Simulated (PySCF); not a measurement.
# Reading the logs of faulty runs: GeH6NOSi cation

These are calculations, not measurements. The program is PySCF 2.14.0, an open-source quantum chemistry code, run on an isolated molecule that a program drew, which may never have been made. The molecule is GeH6NOSi cation (charge +1, singlet), drawn as the SMILES string `N[SiH+][GeH2][OH]`.

Each row is a Hartree-Fock (HF) and frozen-core CCSD(T) single point in the cc-pV(D+d)Z basis, meant for a local HF minimum. Run 1 is clean. Each other run has one planted mistake out of seven kinds, and not every kind appears here: one electron removed, one electron added, multiplicity raised by two, geometry at a saddle point, minimal basis STO-3G, one bond length entered in bohr, all coordinates scaled. The reference is restricted for singlets and unrestricted otherwise, and also for a bond in bohr. Adding or removing an electron swaps singlet and doublet. Electrons count all cores. HOMO and LUMO are orbital energies over both spins, the gradient is its largest component, and the lowest frequency (negative if imaginary) is given only where the gradient is small. Bond lengths are over the 9 bonds as drawn. T1 is the CCSD diagnostic: over 0.02 (restricted) or 0.045 (unrestricted) a single reference is doubtful. Germanium has the cc-pVDZ-PP basis, with a core potential (ECP10MDF) in place of its 10 inner electrons, and its 3s, 3p and 3d shells are frozen in CCSD(T).

Geometry of the clean run:
```xyz
10
GeH6NOSi cation, angstrom
N     0.4585   -0.2385   -1.0969
Si   -0.9900   -0.9190   -0.7249
Ge   -3.1503    0.0666   -1.2869
O    -3.6626    0.0108    0.4011
H     0.5686    0.6132   -1.6206
H     1.3447   -0.6201   -0.8079
H    -0.8327   -2.1515    0.0521
H    -3.9113   -0.8773   -2.1980
H    -2.9314    1.4695   -1.8211
H    -4.5508    0.2612    0.6258
```

| run | electrons | basis functions | <S^2> | HOMO (eV) | LUMO (eV) | gradient (hartree/bohr) | lowest frequency (cm^-1) | mean bond (Å) | longest bond (Å) | T1 | HF (hartree) | CCSD(T) (hartree) | mistake |
|---|---|---|---|---|---|---|---|---|---|---|---|---|---|
| 1 | 66 | 104 | 0.000 | -16.50 | -3.93 | 2.6e-05 | 33 | 1.4789 | 2.440 | 0.0162 | -714.91804 | -715.51129 | no fault |
| 2 | 66 | 104 | 2.042 | -12.25 | -6.66 | 1.6e-01 | - | 1.4789 | 2.440 | 0.0237 | -714.77440 | -715.33210 | multiplicity raised by two |
| 3 | 67 | 104 | 0.774 | -5.62 | 2.86 | 5.5e-02 | - | 1.4789 | 2.440 | 0.0155 | -715.09242 | -715.69628 | one electron added |
| 4 | 65 | 104 | 0.757 | -20.93 | -13.59 | 1.2e-01 | - | 1.4789 | 2.440 | 0.0226 | -714.35840 | -714.90185 | one electron removed |
| 5 | 66 | 104 | 0.707 | -16.47 | -4.24 | 3.0e-02 | - | 1.5785 | 2.440 | 0.0598 | -714.76521 | -715.36383 | ? |
| 6 | 66 | 104 | 0.000 | -16.34 | -4.05 | 3.2e-02 | - | 1.5321 | 2.528 | 0.0181 | -714.90569 | -715.50838 | ? |

**Which mistake was planted in run 5, and what did it cost?**

The mean bond changes by a factor of 1.067 and the longest by 1.000, so the molecule wasn't scaled as a whole. A length L in bohr read as angstrom grows by (1/0.5292 - 1) L = 0.890 L. The 9 bonds together grew by 9 x 0.0996 = 0.896 Å, which gives L = 1.008 Å. That is the length of one of the H-N bonds, 1.007 Å in the clean geometry. So the mistake is: one bond length entered in bohr. Subtracting run 1 and multiplying by 627.51 kcal/mol a hartree, the energy moved by 95.9 kcal/mol in HF and 92.5 kcal/mol in CCSD(T).

**Which mistake was planted in run 6, and what did it cost?**

The mean and the longest bond both change by the same factor, 1.036, and the gradient is no longer small. So the mistake is: all coordinates scaled. Subtracting run 1 and multiplying by 627.51 kcal/mol a hartree, the energy moved by 7.7 kcal/mol in HF and 1.8 kcal/mol in CCSD(T).

Cautions from the logs. Run 5: T1 is over the limit, so its CCSD(T) energy is less reliable.
